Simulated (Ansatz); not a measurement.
Mulliken charges of `[NH2][V]([NH2])(=[O])[OH]` from r2SCAN/def2-TZVPP in Ansatz (PBE0-D4/def2-TZVP geometry).

```
atom   x (Å)   y (Å)   z (Å)  charge (e)
  N1  -1.375   0.906  -0.107      -0.504
  V2   0.066  -0.201  -0.346       1.074
  N3   0.700  -0.865   1.241      -0.504
  O4  -0.441  -1.420  -1.167      -0.457
  O5   1.367   0.719  -1.140      -0.486
  H6  -1.333   1.780   0.397       0.154
  H7  -2.318   0.674  -0.376       0.177
  H8   0.613  -1.828   1.526       0.177
  H9   1.089  -0.291   1.974       0.154
 H10   1.714   0.475  -2.000       0.214
```

Task: By hand: the dipole of these point charges (1 e Å = 4.8032 D).

Result: Σ q r = (-0.024, 0.190, 0.285) e Å, of length 0.343 e Å = 1.65 D.

Task: How does the dipole of the full density compare? (Estimate.)

Result: Ansatz gave: (-0.026, 0.207, 0.309) e Å, 1.79 D; the point charges give 0.92 times that, at 0° from its direction.

Point charges leave out the atoms' own dipoles, such as those of lone pairs, and Mulliken's split depends on the basis, so the close match here is no proof of good charges.
